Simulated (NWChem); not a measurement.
The numbers come from NWChem runs, not from measurements. System: AuCl, charge 0, spin multiplicity 1, at a geometry optimised with PBE0/def2-SVP with def2 effective core potentials on Au. The structure started from a generated list of species. Level: CCSD(T)/def2-TZVP with def2 effective core potentials on Au, 9 core orbitals frozen.

The NWChem input:

```
start mol
memory heap 100 mb stack 700 mb global 1900 mb
geometry units angstroms nocenter noautoz
  Au     0.000000     0.000000    -0.398964
  Cl     0.000000     0.000000     1.854009
  symmetry group C2v
end
basis spherical
  * library def2-tzvp
end
ecp
  Au library def2-ecp
end
scf
  rhf
  nopen 0
  maxiter 100
  thresh 1e-7
  semidirect memsize 60000000 filesize 0
end
tce
  freeze core 9
  ccsd(t)
  2eorb
  2emet 13
  thresh 1e-6
  maxiter 100
  tilesize 24
end
task tce energy
```

Output (cleaned and shortened):

```
             Northwest Computational Chemistry Package (NWChem) 7.3.0
             --------------------------------------------------------

                                NWChem Input Module
                                -------------------

 Scaling coordinates for geometry "geometry" by  1.889725989
 (inverse scale =  0.529177249)

 Turning off AUTOSYM since
 SYMMETRY directive was detected!

                             Geometry "geometry" -> ""
                             -------------------------

 Output coordinates in angstroms (scale by  1.889725989 to convert to a.u.)

  No.       Tag          Charge          X              Y              Z
 ---- ---------------- ---------- -------------- -------------- --------------
    1 Au                  79.0000     0.00000000     0.00000000    -0.39896400
    2 Cl                  17.0000     0.00000000     0.00000000     1.85400900

 Effective nuclear repulsion energy (a.u.)     315.4432145466

            Nuclear Dipole moment (a.u.)
            ----------------------------
        X                 Y               Z
 ---------------- ---------------- ----------------
     0.0000000000     0.0000000000    -0.0000056692

      Symmetry information
      --------------------

 Group name             C2v
 Group number             16
 Group order               4
 No. of unique centers     2

      Symmetry unique atoms

     1    2


 Summary of "ao basis" -> "" (spherical)
 ------------------------------------------------------------------------------
       Tag                 Description            Shells   Functions and Types
 ---------------- ------------------------------  ------  ---------------------
 *                         def2-tzvp                  on all atoms

 Summary of "ao basis" -> "ao basis" (spherical)
 ------------------------------------------------------------------------------
       Tag                 Description            Shells   Functions and Types
 ---------------- ------------------------------  ------  ---------------------
 Au                        def2-tzvp                14       40   6s4p3d1f
[...]
      Symmetry adaption is : on
         Schwarz screening : 0.10D-09

          Correlation Information
          -----------------------
          Calculation type : Coupled-cluster singles & doubles w/ perturbation
   Perturbative correction : (T)
            Max iterations :      100
        Residual threshold : 0.10D-05
     T(0) DIIS level shift : 0.00D+00
     L(0) DIIS level shift : 0.00D+00
     T(1) DIIS level shift : 0.00D+00
     L(1) DIIS level shift : 0.00D+00
     T(R) DIIS level shift : 0.00D+00
     T(I) DIIS level shift : 0.00D+00
   CC-T/L Amplitude update :  5-th order DIIS
                I/O scheme : Global Array Library
        L-threshold :  0.10D-05
        EOM-threshold :  0.10D-05
 no EOMCCSD initial starts read in
 TCE RESTART OPTIONS
 SLICE:      F
 D4D5:       F
 quantumc:   F
 qrotation:  F
 pwtce:      F
 qducc:      F
 nacto:                         0
 nrotv:                         0
 nrot:                          0

            Memory Information
            ------------------
          Available GA space size is     249030871 doubles
          Available MA space size is     104838636 doubles

 Maximum block size supplied by input
 Maximum block size        24 doubles

 tile_dim =     14

 -------------------------------------------------

 Global array virtual files algorithm will be used

 Parallel file system coherency ......... OK

 4-electron integrals stored in orbital form

 v2    file size   =          1203262
 4-index algorithm nr.  13 is used
 imaxsize =       30
 imaxsize ichop =        0


CCSD iterations
 ---------------------------------------------------------
 Iter          Residuum       Correlation     Cpu    Wall
 ---------------------------------------------------------
    1   0.1513670558096  -0.4778320086039     0.3     0.3
    2   0.0348001511019  -0.4684023105762     0.3     0.3
    3   0.0123468793768  -0.4762162553225     0.3     0.3
    4   0.0077217095804  -0.4768827216558     0.3     0.3
    5   0.0046435080802  -0.4775764603303     0.3     0.3
    6   0.0025963596681  -0.4780110559012     0.3     0.3
    7   0.0019332944115  -0.4781483810380     0.3     0.3
    8   0.0012240019814  -0.4781909481848     0.3     0.3
    9   0.0010183217433  -0.4781939486223     0.3     0.3
   10   0.0007143708874  -0.4782261223294     0.3     0.3
   11   0.0001166898495  -0.4782838786237     0.3     0.3
   12   0.0000480493477  -0.4782964289283     0.3     0.3
   13   0.0000252034017  -0.4782974488604     0.3     0.3
   14   0.0000138919842  -0.4782985842046     0.3     0.3
   15   0.0000078817949  -0.4782985506328     0.3     0.3
   16   0.0000029133202  -0.4782988092852     0.3     0.3
   17   0.0000017567979  -0.4782988664515     0.3     0.3
   18   0.0000012546810  -0.4782988687123     0.3     0.3
   19   0.0000009244614  -0.4782988645761     0.3     0.3
 -----------------------------------------------------------------
 Iterations converged
 CCSD correlation energy / hartree =        -0.478298864576129
 CCSD total energy / hartree       =      -594.804563639569665

 Singles contributions

 Doubles contributions
 CCSD(T)
 Using plain CCSD(T) code
             total no. of tasks          925
 total no. of tasks / no. procs          925
                         wl_min          216           2.4
                         wl_max       163072           7.4
        thresh for no. of tasks          925

 CCSD[T]  correction energy / hartree =        -0.017124915080958
 CCSD[T] correlation energy / hartree =        -0.495423779657087
 CCSD[T] total energy / hartree       =      -594.821688554650677
 CCSD(T)  correction energy / hartree =        -0.015554261983208
 CCSD(T) correlation energy / hartree =        -0.493853126559337
 CCSD(T) total energy / hartree       =      -594.820117901552862

 Task  times  cpu:       11.9s     wall:       11.9s

 Total times  cpu:       11.9s     wall:       11.9s
```
